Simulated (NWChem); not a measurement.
Species: sulfur tetrafluoride (SF4); SMILES FS(F)(F)F

All runs: NWChem. Geometry: optimised at PBE0/def2-SVP. Ions are spin-unrestricted doublets at the neutral geometry; other ion states weren't tried.

### Question
Predict the results for PBE0/def2-SVP. Quantities: vertical ionisation energy, ΔSCF (eV); −ε(HOMO) (eV).

### Answer
```
Property                               Result
-------------------------------------  ------
vertical ionisation energy, ΔSCF (eV)   12.65
−ε(HOMO) (eV)                            9.79
```
